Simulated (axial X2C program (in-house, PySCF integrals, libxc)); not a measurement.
**RbB⁻: cheaper levels and CCSD(T), two-component**

Calculated with an in-house relativistic program for diatomic molecules. Two-component (2c) means X2C with spin–orbit coupling and atomic mean-field two-electron Coulomb and Gaunt terms. Basis: Rb dyall-acv3z [13s14p9d4f1g], B dyall-av3z [8s7p3d2f] (cores contracted in-house); Gaussian nuclei, density fitting, unrestricted open shells. Masses: Rb 84.912 u, B 11.009 u.

State: Ω = 1/2 (⟨Sz⟩ = -0.50, ⟨Lz⟩ = 1.00 at HF); fragments Rb + B- for PBE0, r2SCAN; Rb- + B for HF, CCSD, CCSD(T).

```tsv
level	Re (Å)	ωe (cm⁻¹)	De (eV)
PBE0	3.149	190.6	n/a
HF	3.224	196.9	0.792
CCSD	3.179	193.2	0.764
r2SCAN	3.173	188.4	n/a
```

Correlated methods: 13 electrons correlated (number of frozen shells: Rb 3 s, 2 p, 1 d; B 1 s), 289 virtual spin orbitals or spinors in MP2, 90 natural virtuals in coupled cluster.

CCSD(T), same Hamiltonian and basis:

Re = 3.174 Å, ωe = 193.2 cm⁻¹, De = 0.78 eV; T1 = 0.018 (Lee–Taylor normalisation).

Q: Give the differences from CCSD(T) in the columns below.

A: 

```csv
level,ΔRe (Å),Δωe (cm⁻¹),ΔDe (eV)
PBE0,-0.025,-2.6,n/a
HF,0.050,3.7,0.01
CCSD,0.005,0.0,-0.02
r2SCAN,-0.001,-4.8,n/a
```

One determinant describes the state; a PBE0 search over occupations chose it and may have missed a lower one. De is counted from the lowest determinant-based energies of the atoms at the same level, without counterpoise correction. De is not given where an atomic determinant may have missed its ground term or J level, or where the truncated virtual space spoils (T). Density functionals use the spin component along the axis (collinear). Coupled cluster ran in a truncated set of natural virtual spinors; the MP2 energy of the rest was added. (T) has no such correction and the atoms are truncated less, which lowers De at CCSD(T) by a hundredth of an eV or more. The 2c atoms are single determinants rather than J levels; their spin–orbit lowering is only partly caught, and De is too large by that part. This holds for CCSD, CCSD(T). PBE0 can misorder states that lie within some tenths of an eV, so this need not be the ground state of the molecule. The nearest other 2c determinant of the search, Ω = 3/2, lies 0.00 eV up at the distance of the search. The functionals have no current-density term, which raises determinants with orbital currents, atoms included. At some level and bond length an empty orbital lies below a filled one. Some points did not converge and are left out. The highest occupied level of some functionals is positive through self-interaction error; at Hartree–Fock it is bound. The determinant is spin-polarised beyond a pure state at some levels (its spin-free form has ⟨S²⟩ too high), which makes Re and μ there less reliable. Hartree–Fock gets electron affinities wrong, so its lowest charge split need not be the true one.
